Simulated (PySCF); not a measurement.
**Cost of response and excited-state runs on `C=C1C=C(CB(Cl)Cl)C1=C`, C₇H₇BCl₂**

Numbering as in the mapped SMILES `[CH2:1]=[C:2]1[CH:3]=[C:4]([CH2:5][B:6]([Cl:7])[Cl:8])[C:9]1=[CH2:10]` (H(Xn): hydrogen on atom n). Ha(C10) is cis to C2; Ha(C1) is cis to C3; Hb(C10) is trans to C2; Hb(C1) is trans to C3.

PySCF with density fitting, on 1 thread of an AMD EPYC 7B13, shared host. Command: `OMP_NUM_THREADS=1 python excited_run.py task.json out`

Q: How long does each of these runs take, and how much memory?
- excited states, CAM-B3LYP/6-31++G**; Tamm-Dancoff; spin-orbit couplings; 20 states; 6 triplets; quadratic response for 4 states; IEF-PCM dimethylsulfoxide
- excited states, CAM-B3LYP/def2-SVP; Tamm-Dancoff; spin-orbit couplings; 20 states; 6 triplets; quadratic response for 4 states; IEF-PCM water
- excited states, CAM-B3LYP/def2-SVP; Tamm-Dancoff; spin-orbit couplings; 5 states; 6 triplets; quadratic response for 4 states
- excited states, HSE06/def2-SVP; Tamm-Dancoff; spin-orbit couplings; 5 states; 6 triplets; quadratic response for 4 states

A: 
```
           run                level  basis functions  wall time  peak memory (GiB)
excited states  CAM-B3LYP/6-31++G**              230       76 s                1.2
excited states   CAM-B3LYP/def2-SVP              183       50 s                1.1
excited states   CAM-B3LYP/def2-SVP              183       41 s               0.89
excited states       HSE06/def2-SVP              183       57 s               0.85
```
Times from a shared host are rough.
